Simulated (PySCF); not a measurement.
A structure optimised at B3LYP-D3(BJ)/def2-SVP, used in a PySCF frequency run:

```
B
F 1 1.3538
N 1 1.4145 2 117.70
H 3 1.0101 1 124.45 2 180.00
H 3 1.0111 4 114.31 1 180.00
N 1 1.4145 2 117.70 3 180.00
H 6 1.0101 1 124.45 2 180.00
H 6 1.0111 7 114.31 1 180.00
```

Question: Write its SMILES, formula and point group.

Answer: NB(N)F, BFH4N2, C2v

Question: What are its rotational constants (standard atomic weights)?

Answer: 9.6611, 8.9017, 4.6329 GHz
